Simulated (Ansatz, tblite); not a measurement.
Cost and result up the ladder for GeSe2⁻ (3 atoms). The state is a doublet with charge -1. Geometry: r2SCAN-D4/def2-TZVPD.

```xyz
3

Ge    0.072    0.494   -0.368
Se    1.325   -1.283   -0.936
Se   -1.398    0.789    1.304
```

Ansatz on 4 threads of Arm Neoverse V1 on a shared host; xTB runs through tblite on one thread. Times are rough, summed over both states, and most runs start from the orbitals of an earlier one. PBE0-D4/def2-TZVPD serves as the yardstick here, not as an exact answer. The other state is a singlet.

The xTB rows come from tblite. The structure comes from a short search, and lower isomers may exist.

Raw xTB energies of ions are shifted by several eV, and xTB has no spin-polarisation term.

```tsv
level	functions	vertical IE (eV)	difference from PBE0-D4/def2-TZVPD (eV)
r2SCAN-D4/def2-TZVPD	168	2.96	-0.02
GFN2-xTB	27	7.64	4.66
PBE-D4/def2-TZVPD	168	2.76	-0.22
PBE0-D4/def2-TZVPD	168	2.98	0.00
```

Task: Estimate how long each takes.

Result: GFN2-xTB 0.006 s; PBE-D4/def2-TZVPD 5.3 s; PBE0-D4/def2-TZVPD 9.3 s; r2SCAN-D4/def2-TZVPD 12 s. On shared hardware such times vary by a factor of up to 3.
